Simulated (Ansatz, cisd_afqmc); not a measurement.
System: TaOCl3, charge 0, singlet. TaOCl3 (SMILES [O]=[Ta]([Cl])([Cl])[Cl]).
B3LYP-D3(BJ)/def2-TZVP minimum from Ansatz (a first-principles code):
```xyz
5

Ta     0.1117     0.0640    -0.1064
O      1.2574     0.7205    -1.1969
Cl     1.2684    -0.9135     1.6211
Cl    -1.1356    -1.4889    -1.2509
Cl    -1.2044     1.7884     0.6498
```

Total energies in def2-TZVPP, 32 correlated electrons, 20 frozen orbitals. Radicals and triplets start from unrestricted determinants; spin-orbit coupling is neglected. Correlated methods leave the cores frozen (noble-gas shells, and filled d and f shells in the p block). Past Kr the def2 sets carry scalar-relativistic core potentials. The Monte Carlo rows (phaseless AFQMC, CISD trial, step 0.005/hartree) carry one-sigma bars that omit the constraint's bias. Outlying blocks are dropped, and bars are widened where a walk drifts. Over all cases where full CI ran beside it in this data, AFQMC minus full CI had a median of +0.1 mEh and passed +0.4 mEh in a tenth of the cases.

```csv
method,program,energy (Eh),minus AFQMC/CISD (mEh)
HF,Ansatz,-1510.10434,1065.4 ± 0.7
MP2,Ansatz,-1511.09971,70.1 ± 0.7
CCSD,Ansatz,-1511.10863,61.2 ± 0.7
CCSD(T),Ansatz,-1511.16521,4.6 ± 0.7
AFQMC/CISD,cisd_afqmc,-1511.1698 ± 0.0007,0.0
```
